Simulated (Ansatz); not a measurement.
C2H6BN can be A, `B/C=N/C`, or B, `C=NBC`.

Gas-phase electronic energies from Ansatz, PBE0-D4/def2-TZVP geometries. CBS: MP2 limit from def2 TZ/QZ plus the TZ coupled-cluster correction, frozen cores. DFT in def2-TZVPP. B3LYP here is the variant with VWN-RPA as its local correlation; programs differ in this. One conformer a species, not always the lowest.

**Question.** Which is lower in electronic energy at CCSD(T)/CBS, and by how much? (Best estimate.)

**Answer.** Ansatz gave: B, by 40.1 kcal/mol.

**Question.** Give E(B) − E(A) in kcal/mol with B3LYP, MP2/def2-TZVPP, LDA (SPW92), B2PLYP, CCSD(T)/def2-SVP, r2SCAN-D4, CCSD/def2-TZVPP. (Estimate.)

**Answer.** Computed: B3LYP -42.3, MP2/def2-TZVPP -40.6, LDA (SPW92) -46.9, B2PLYP -41.3, CCSD(T)/def2-SVP -41.7, r2SCAN-D4 -43.6, CCSD/def2-TZVPP -39.5. None reverses the order clearly.

**Question.** Does the order hold for the free energy at 298.15 K (harmonic terms from PBE0-D4)? (An estimate is asked.)

**Answer.** Computed: Yes: G(B) − G(A) = -39.4 kcal/mol, for one conformer each.

Largest T1 diagnostic: 0.014.

In def2-TZVPP, CCSD(T) changes the Hartree–Fock value by −3.1 kcal/mol (the triples alone add −0.2 kcal/mol) and MP2 by −4.0 kcal/mol. Leaving LDA and LC-ωPBE aside and taking each functional with its dispersion term where it has one, the values, not all of them listed here, spread over 3.8 kcal/mol, from PBE-D4 to ωB97X-V. LDA lies −3.1 kcal/mol from PBE without D4.
